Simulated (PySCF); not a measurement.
CF3O2S, charge -1, multiplicity 1. Atoms are numbered in the order given.

```xyz
7

O      1.4963    -0.2811     1.2735
S      1.0774     0.4394     0.0000
O      1.4963    -0.2811    -1.2735
C     -0.8381    -0.0012     0.0000
F     -1.0838    -1.3229     0.0000
F     -1.4665     0.5211    -1.0860
F     -1.4665     0.5211     1.0860
```
Charge -1, spin multiplicity 1.

Geometry: B3LYP-D3(BJ)/def2-SVPD. The multiplicity is an assumed one; no other spin state was optimised. The isomer is the one that the SMILES or the coordinates give; other isomers of the formula were not compared.

Computed with PBE/def2-SVPD in PySCF.

The molecule is in vacuum.

Q: Estimate the frontier levels, gap, dipole moment and polarisability. (Estimate from the structure and the level; the computed values follow.)

A: 
- highest occupied level: -0.34 eV
- lowest empty level: 3.69 eV
- orbital gap: 4.03 eV
- dipole moment about the centre of nuclear charge: 4.31 D
- mean static polarisability: 59.1 bohr³ (8.76 Å³)
- polarisability, principal values: 53.0, 60.7, 63.5 bohr³
